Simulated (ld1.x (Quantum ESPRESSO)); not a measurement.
# Scattering properties, TM potential for mercury (Hg)

```json
{"Element": "Hg", "Generator": "ld1.x (Quantum ESPRESSO) 7.5", "Type": "norm-conserving Troullier–Martins (Kleinman–Bylander form)", "Functional": "PBE", "Relativity": "scalar-relativistic", "Frozen core": "[Kr] 4d10 4f14 5s2", "Valence charge": "18", "Reference configuration": "5p6 5d10 6s2 6p0", "Partial waves": "5p (bound): rc 1.50 bohr; 5d (bound): rc 1.60 bohr; 6s (bound): rc 1.85 bohr", "Local potential": "the s channel", "Core correction": "none"}
```

The phase is arctan(r·u′/u) with u = r·R(r), unwrapped; energies in Ry, scanned from -7 to 5 Ry. A pole is an energy at which the radial function vanishes at the test radius. The pseudo phase is shifted by a multiple of π to meet the all-electron one at the reference energy, and phase errors are pseudo minus all-electron; the curves can meet again beyond the range given. Levels narrower than the energy grid can be missing from the lists of poles.

```csv
channel,radius (bohr),reference energy (Ry),"poles, all-electron","poles, pseudo",unbroken range about the reference energy with phases within 0.05 rad,phase error 1 Ry above the reference energy (rad)
s,2.01,-0.50,4.98,3.42,below 1.8,-0.029
p,2.01,-4.89,-4.64,-4.63,-5.1 to -1.4,+0.011
d,2.01,-0.72,0.32,0.39,below 2.3,+0.011
```

Phases in the s channel:

```json
{"E (Ry)": "-7.00", "all-electron": "1.375", "pseudo": "1.356"}
{"E (Ry)": "-6.74", "all-electron": "1.368", "pseudo": "1.351"}
{"E (Ry)": "-6.48", "all-electron": "1.361", "pseudo": "1.345"}
{"E (Ry)": "-6.22", "all-electron": "1.355", "pseudo": "1.339"}
{"E (Ry)": "-5.96", "all-electron": "1.347", "pseudo": "1.333"}
{"E (Ry)": "-5.70", "all-electron": "1.340", "pseudo": "1.326"}
{"E (Ry)": "-5.44", "all-electron": "1.331", "pseudo": "1.318"}
{"E (Ry)": "-5.18", "all-electron": "1.323", "pseudo": "1.310"}
{"E (Ry)": "-4.92", "all-electron": "1.313", "pseudo": "1.301"}
{"E (Ry)": "-4.66", "all-electron": "1.303", "pseudo": "1.291"}
{"E (Ry)": "-4.40", "all-electron": "1.292", "pseudo": "1.280"}
{"E (Ry)": "-4.14", "all-electron": "1.280", "pseudo": "1.268"}
{"E (Ry)": "-3.88", "all-electron": "1.266", "pseudo": "1.255"}
{"E (Ry)": "-3.62", "all-electron": "1.250", "pseudo": "1.239"}
{"E (Ry)": "-3.36", "all-electron": "1.233", "pseudo": "1.222"}
{"E (Ry)": "-3.10", "all-electron": "1.212", "pseudo": "1.202"}
{"E (Ry)": "-2.84", "all-electron": "1.189", "pseudo": "1.179"}
{"E (Ry)": "-2.58", "all-electron": "1.161", "pseudo": "1.151"}
{"E (Ry)": "-2.32", "all-electron": "1.128", "pseudo": "1.118"}
{"E (Ry)": "-2.06", "all-electron": "1.087", "pseudo": "1.078"}
{"E (Ry)": "-1.80", "all-electron": "1.037", "pseudo": "1.029"}
{"E (Ry)": "-1.54", "all-electron": "0.973", "pseudo": "0.966"}
{"E (Ry)": "-1.28", "all-electron": "0.890", "pseudo": "0.884"}
{"E (Ry)": "-1.02", "all-electron": "0.778", "pseudo": "0.775"}
{"E (Ry)": "-0.76", "all-electron": "0.626", "pseudo": "0.625"}
{"E (Ry)": "-0.50", "all-electron": "0.417", "pseudo": "0.417"}
{"E (Ry)": "-0.24", "all-electron": "0.142", "pseudo": "0.140"}
{"E (Ry)": "0.02", "all-electron": "-0.177", "pseudo": "-0.187"}
{"E (Ry)": "0.28", "all-electron": "-0.485", "pseudo": "-0.506"}
{"E (Ry)": "0.54", "all-electron": "-0.736", "pseudo": "-0.766"}
{"E (Ry)": "0.80", "all-electron": "-0.923", "pseudo": "-0.959"}
{"E (Ry)": "1.06", "all-electron": "-1.059", "pseudo": "-1.099"}
{"E (Ry)": "1.32", "all-electron": "-1.159", "pseudo": "-1.203"}
{"E (Ry)": "1.58", "all-electron": "-1.235", "pseudo": "-1.282"}
{"E (Ry)": "1.84", "all-electron": "-1.294", "pseudo": "-1.344"}
{"E (Ry)": "2.10", "all-electron": "-1.341", "pseudo": "-1.395"}
{"E (Ry)": "2.36", "all-electron": "-1.380", "pseudo": "-1.438"}
{"E (Ry)": "2.62", "all-electron": "-1.412", "pseudo": "-1.475"}
{"E (Ry)": "2.88", "all-electron": "-1.439", "pseudo": "-1.508"}
{"E (Ry)": "3.14", "all-electron": "-1.462", "pseudo": "-1.539"}
{"E (Ry)": "3.40", "all-electron": "-1.483", "pseudo": "-1.569"}
{"E (Ry)": "3.66", "all-electron": "-1.501", "pseudo": "-1.598"}
{"E (Ry)": "3.92", "all-electron": "-1.517", "pseudo": "-1.629"}
{"E (Ry)": "4.18", "all-electron": "-1.532", "pseudo": "-1.663"}
{"E (Ry)": "4.44", "all-electron": "-1.546", "pseudo": "-1.703"}
{"E (Ry)": "4.70", "all-electron": "-1.558", "pseudo": "-1.752"}
{"E (Ry)": "4.96", "all-electron": "-1.570", "pseudo": "-1.819"}
```
